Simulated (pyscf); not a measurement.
# H₃C–GeH₂–Cl (SMILES [CH3][GeH2][Cl]), singlet

Gas-phase minimum from PySCF at ωB97X-D3(BJ)/def2-SVP, one conformer. 

```
Ge
H 1 1.5343
H 1 1.5343 2 110.86
C 1 1.9384 2 112.47 3 126.90
H 4 1.0997 1 110.02 2 177.08
H 4 1.0997 5 108.74 1 120.54
H 4 1.1011 5 108.90 6 118.53
Cl 1 2.1680 2 106.63 3 -115.69
```
Charge 0, spin multiplicity 1.

Properties at ωB97X-D3(BJ)/def2-SVP:

```yaml
harmonic_wavenumbers_unscaled: 127, 165, 431, 461, 633, 648, 728, 868, 870, 897, 1282, 1441, 1447, 2201, 2203, 3079, 3187, 3198 cm⁻¹
zero_point_energy: 34.1 kcal/mol
rotational_symmetry_number: 1
Entropy of this conformer at 298 K and 1 atm, rigid rotor and harmonic oscillator, modes under 100 cm⁻¹ raised to 100: 312.4 J/(mol K)
dipole_moment: 2.46 D
```

Single-point totals, which compare only within one level (frozen core for MP2 and CC):

| level | total energy (hartree) |
|---|---|
| ωB97X-D3(BJ)/def2-TZVP | -2578.38608 |
| PBE/def2-TZVP | -2577.82151 |
| r²SCAN/def2-TZVP | -2578.32507 |
| B3LYP-D3(BJ)/def2-TZVP | -2578.46864 |
| PBE0-D3(BJ)/def2-TZVP | -2577.93090 |
| M06-2X/def2-TZVP | -2578.35445 |
| ωB97M-D3(BJ)/def2-TZVP | -2578.47045 |
| HF/def2-TZVPP | -2575.72483 |
| MP2/def2-TZVPP | -2576.35531 |
| CCSD/def2-TZVPP | -2576.39300 |
| CCSD(T)/def2-TZVPP | -2576.41812 |

Soft torsions are taken as harmonic, which can shift the entropy by several J/(mol K). The CCSD(T) − MP2 part came from Ansatz, without density fitting, on the same reference. The frozen core leaves the outer d or s,p core shells of the metals and heavy elements correlated in the MP2 and CC values, and def2-TZVPP describes them poorly, so these totals are far from the basis limit. Elements up to Kr have no core potential and no relativistic terms here.
